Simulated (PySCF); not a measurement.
TaOCl3, SMILES [O]=[Ta]([Cl])([Cl])[Cl], multiplicity 1.

The structure is a stationary point at r2SCAN-D4/def2-SVP. The spin state was assumed, not searched. The isomer is the one that the SMILES or the coordinates give; other isomers of the formula were not compared. The def2 effective core potentials stand for the cores of Ta; spin–orbit coupling is left out.

Level of theory: PBE/def2-TZVP run with PySCF.

The molecule is in vacuum.

Computed frontier levels, gap, dipole moment and polarisability:
```
Property                                                                                                       Result
---------------------------------------------------------------------------------------------  ----------------------
highest occupied level                                                                                       -8.30 eV
lowest empty level                                                                                           -3.61 eV
orbital gap                                                                                                   4.69 eV
dipole moment                                                                                                  1.56 D
quadrupole, principal values (traceless, Buckingham form, about the centre of nuclear charge)   -3.95, 1.97, 1.97 D·Å
mean static polarisability                                                                      79.1 bohr³ (11.72 Å³)
polarisability, principal values                                                               67.3, 84.9, 84.9 bohr³
```
